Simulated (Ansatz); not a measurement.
def2 core potentials replace the inner electrons of Te.

These are Ansatz (a quantum-chemistry and plane-wave program) with frozen-core CCSD(T)/def2-TZVPP // B3LYP-D3(BJ)/def2-SVP values and carry that method's errors.

Ansatz 0.2 input:
```yaml
crystal:
  periodic: [false, false, false]
  atoms:
    - { symbol: C, position_ang: [-1.972554, 1.116757, -0.557438] }
    - { symbol: C, position_ang: [-1.197885, -0.198117, -0.481176] }
    - { symbol: C, position_ang: [0.119613, -0.068223, 0.291115] }
    - { symbol: C, position_ang: [0.90269, -1.37217, 0.355554] }
    - { symbol: Te, position_ang: [2.855507, -1.129193, 1.305495] }
    - { symbol: O, position_ang: [3.369103, 0.480205, 0.187509] }
    - { symbol: H, position_ang: [-2.9108, 1.002079, -1.122743] }
    - { symbol: H, position_ang: [-1.375915, 1.90012, -1.053563] }
    - { symbol: H, position_ang: [-2.231309, 1.486633, 0.448667] }
    - { symbol: H, position_ang: [-0.984622, -0.564129, -1.501298] }
    - { symbol: H, position_ang: [-1.824621, -0.973884, -0.00558] }
    - { symbol: H, position_ang: [0.751753, 0.697046, -0.191251] }
    - { symbol: H, position_ang: [-0.083567, 0.293504, 1.314547] }
    - { symbol: H, position_ang: [0.387822, -2.143038, 0.952883] }
    - { symbol: H, position_ang: [1.087298, -1.783964, -0.647109] }
    - { symbol: H, position_ang: [3.107386, 1.256274, 0.70429] }
basis:
  gaussian: { orbitals: def2-TZVPP }
correlation:
  method: ccsd_t
```

Output:

```
Functional definition: HF
2198 factors; integrals over basis functions are off by at most 1.1e-3 eV
mean field evaluation 1: about -13578.7494 eV, gradient 4.9e1 eV
mean field evaluation 2: about -13579.0624 eV, gradient 4.9e1 eV
mean field evaluation 4: about -13584.6905 eV, gradient 6.6e0 eV
mean field evaluation 8: about -13584.8140 eV, gradient 5.0e-1 eV
mean field evaluation 16: about -13578.7478 eV, gradient 4.9e1 eV
mean field evaluation 32: about -13577.4310 eV, gradient 5.0e0 eV
mean field -13584.81496935 eV, -499.2327420052 hartree, gradient 2.2e-6 eV, S^2 0.000000; 0 other end points of the search recorded, 0 dependent functions left out
9 core orbitals not correlated
reference -13584.81496935 eV, -499.2327420052 hartree; 24, 24 occupied and 312, 312 virtual orbitals, 2198 factors
second order -38.59495833 eV of doubles, -0.00000000 eV of singles
cycle   1  -38.09555272 eV  change    5.0e-1 eV  update   1.4e-1
cycle   2  -38.98630475 eV  change   -8.9e-1 eV  update   4.3e-2
cycle   3  -39.20188564 eV  change   -2.2e-1 eV  update   2.3e-2
cycle   4  -39.18771716 eV  change    1.4e-2 eV  update   6.0e-3
cycle   5  -39.18400813 eV  change    3.7e-3 eV  update   3.2e-3
cycle   6  -39.18634171 eV  change   -2.3e-3 eV  update   1.3e-3
cycle   7  -39.18618212 eV  change    1.6e-4 eV  update   6.0e-4
cycle   8  -39.18575621 eV  change    4.3e-4 eV  update   2.5e-4
cycle   9  -39.18587307 eV  change   -1.2e-4 eV  update   1.4e-4
cycle  10  -39.18588911 eV  change   -1.6e-5 eV  update   7.3e-5
cycle  11  -39.18583534 eV  change    5.4e-5 eV  update   3.1e-5
perturbative correction -1.41478193 eV, -0.0519922770 hartree
Total energy: -13625.41558662 eV, -500.7247871698 hartree
```

Cost: very roughly 100 core-minutes.
